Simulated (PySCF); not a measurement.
The same groups moved round the core (silole boryl). All species are isolated molecules in the gas phase. One relaxed conformer stands for each flexible species; it need not be the lowest. Strings in code marks are SMILES.

The numbers are results of r2SCAN-D4/def2-TZVP run with PySCF, not measurements. All candidates: neutral, multiplicity 1. Excitations are Tamm–Dancoff values on a coarser integration grid. The basis has no diffuse functions, so Rydberg states are missing or too high.

The HOMO–LUMO gap comes out as 3.22 eV and the T1 excitation (TDA) comes out as 2.31 eV. The LUMO comes out as -3.36 eV.

### Question
Say which member has these values.
(A) `BC1=CC=C[SiH2]1`
(B) `BC1=C[SiH2]C=C1`
(C) `B[SiH]1C=CC=C1`

### Answer
A, `BC1=CC=C[SiH2]1`. The others give `B[SiH]1C=CC=C1`: 3.27 eV, 2.47 eV, -2.91 eV; `BC1=C[SiH2]C=C1`: 2.97 eV, 2.14 eV, -3.36 eV
